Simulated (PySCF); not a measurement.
C₂H₉BFNSi, SMILES CN(B([SiH3])F)C.

Coordinates come from a PBE-D3(BJ)/def2-SVP optimisation. Other conformers were not sampled.

Method: PySCF with PBE-D3(BJ)/def2-SVP.

Frequencies are harmonic and unscaled.

Computed vibrational spectrum:
```tsv
mode	ν (cm⁻¹)	IR (km/mol)	moving atoms (share of kinetic energy)
1	77	0.1	H 93 %
2	103	0.1	C 40 %, H 33 %, F 13 %, Si 9 %
3	160	0.0	C 26 %, Si 26 %, H 26 %, F 12 %
4	167	0.1	H 76 %, N 14 %
5	194	0.0	H 97 %
6	273	0.5	H 48 %, N 27 %, B 12 %
7	282	7.5	F 53 %, C 23 %, H 15 %
8	349	1.3	Si 43 %, C 24 %, H 20 %
9	394	0.7	C 35 %, H 33 %, N 11 %, F 10 %
10	400	22.1	H 51 %, B 22 %, N 20 %
11	538	23.1	H 71 %, Si 12 %
12	576	20.8	F 36 %, C 21 %, H 19 %, B 10 %, N 9 %
13	619	4.5	B 48 %, H 38 %, Si 8 %
14	853	197.8	H 88 %
15	904	34.5	H 64 %, C 18 %, B 11 %
16	909	26.9	H 98 %
17	913	4.3	H 55 %, C 23 %, B 13 %
18	1041	6.9	H 73 %, C 24 %
19	1070	0.2	H 80 %, C 20 %
20	1094	53.6	H 47 %, B 28 %, C 20 %
21	1130	0.9	H 67 %, C 20 %, N 12 %
22	1202	40.6	B 33 %, N 23 %, C 17 %, F 16 %, H 11 %
23	1240	127.8	N 44 %, B 26 %, C 14 %, H 9 %
24	1375	4.4	H 84 %, C 14 %
25	1394	45.5	H 66 %, C 19 %, N 9 %
26	1398	1.9	H 97 %
27	1411	10.1	H 84 %
28	1418	14.4	H 97 %
29	1421	20.1	H 95 %
30	1511	126.6	N 38 %, H 37 %, B 24 %
31	2132	57.7	H 98 %
32	2133	99.5	H 96 %
33	2163	104.5	H 96 %
34	2933	36.0	H 97 %
35	2940	78.1	H 97 %
36	2996	46.9	H 91 %, C 9 %
37	3003	6.1	H 90 %, C 10 %
38	3070	13.7	H 91 %, C 9 %
39	3100	2.8	H 91 %, C 9 %
```
